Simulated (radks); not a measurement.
Values are calculated unless marked as measured or tabulated.
All-electron atom: Re38+ in [Kr] 4d1. Code: a radial shooting solver on a logarithmic mesh with Libxc functionals. Model: Dirac Kohn-Sham, BLYP, spin-unpolarised, spherical densities, finite nucleus; open shells fill j = l - 1/2 first; Fermi nuclear charge, rms radius 5.3698 fm.

Unscreened Slater integrals over Kohn-Sham orbitals (hartree). Large and small components are both included. Empty in this configuration: 4d5/2.

integral           value
F0(4d3/2,4d3/2)   2.2144
F2(4d3/2,4d3/2)   1.1251
F0(4d3/2,4p3/2)   2.1795
F2(4d3/2,4p3/2)   1.1109
G1(4d3/2,4p3/2)   1.3538
G3(4d3/2,4p3/2)  0.87379
F0(4d3/2,4p1/2)   2.2392
G1(4d3/2,4p1/2)   1.4381
F0(4d3/2,4s1/2)   2.2298
G2(4d3/2,4s1/2)   1.1020
F0(4d3/2,4d5/2)   2.1976
F2(4d3/2,4d5/2)   1.1175
G2(4d3/2,4d5/2)   1.1121
G4(4d3/2,4d5/2)  0.75861
F0(4p3/2,4p3/2)   2.1537
F2(4p3/2,4p3/2)   1.1196
F0(4p3/2,4p1/2)   2.2089
G2(4p3/2,4p1/2)   1.1238
F0(4p3/2,4s1/2)   2.2003
G1(4p3/2,4s1/2)   1.4755
F0(4p3/2,4d5/2)   2.1640
F2(4p3/2,4d5/2)   1.1062
G1(4p3/2,4d5/2)   1.3619
G3(4p3/2,4d5/2)  0.87684
F0(4p1/2,4p1/2)   2.2713
F0(4p1/2,4s1/2)   2.2609
G1(4p1/2,4s1/2)   1.5127
F0(4p1/2,4d5/2)   2.2219
G3(4p1/2,4d5/2)  0.90861
F0(4s1/2,4s1/2)   2.2523
F0(4s1/2,4d5/2)   2.2129
G2(4s1/2,4d5/2)   1.0993
F0(4d5/2,4d5/2)   2.1814
F2(4d5/2,4d5/2)   1.1110
F4(4d5/2,4d5/2)  0.75765
